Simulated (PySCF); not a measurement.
# A survey of $^{19}$F NMR shifts

PySCF 2.14.0 with density-fitted response routines calculation with shielding tensors at PBE0/pcSseg-1 (GIAO) and structure optimised with GFN2-xTB; no solvent, relativity neglected, one conformer, one averaged value for each set of equivalent atoms.

Shieldings were converted by a linear fit to measured shifts: $^{19}$F: δ = 146.13 − 0.903σ +14.6 on sp3 carbon (rms 6.0 ppm, 223 shifts, 7.0 ppm with the 5 outliers that the fit left out vs CFCl3, solution or neat liquid). Occasional misses reach two or three times the rms, and more in compound classes unlike the fitted ones.

Q: Give the $^{19}$F shifts of `C[C@@H](CC(F)(F)F)C(=O)F`, `C/C(=C/CF)OC(F)(F)F`, `CO/C(F)=C/CC(F)(F)F`.

A: 
```
                                                           compound                              environment  δ (ppm)
[CH3:1][C@@H:2]([CH2:3][C:4]([F:5])([F:6])[F:7])[C:8](=[O:9])[F:10]                F10: fluorine bonded to C     32.0
[CH3:1][C@@H:2]([CH2:3][C:4]([F:5])([F:6])[F:7])[C:8](=[O:9])[F:10]     F5/6/7: fluorine of a CF3 group (×3)    -69.8
  [CH3:1]/[C:2](=[CH:3]/[CH2:4][F:5])[O:6][C:7]([F:8])([F:9])[F:10]  F8/9/10: fluorine of an OCF3 group (×3)    -53.3
  [CH3:1]/[C:2](=[CH:3]/[CH2:4][F:5])[O:6][C:7]([F:8])([F:9])[F:10]            F5: fluorine on an sp3 carbon   -228.8
  [CH3:1][O:2]/[C:3]([F:4])=[CH:5]/[CH2:6][C:7]([F:8])([F:9])[F:10]    F8/9/10: fluorine of a CF3 group (×3)    -70.3
  [CH3:1][O:2]/[C:3]([F:4])=[CH:5]/[CH2:6][C:7]([F:8])([F:9])[F:10]                     F4: vinylic fluorine   -102.2
```

Q: Order these by $^{19}$F shift, lowest first.
A. C#C/C(CCF)=C(\C)CCl
B. C[C@@H](CC(F)(F)F)C(=O)Cl
C. C[C@H](CC(=O)Cl)C(F)(F)F

A: A (-218.3 ppm, fluorine on an sp3 carbon), C (-77.6 ppm, fluorine of a CF3 group), B (-69.1 ppm, fluorine of a CF3 group).
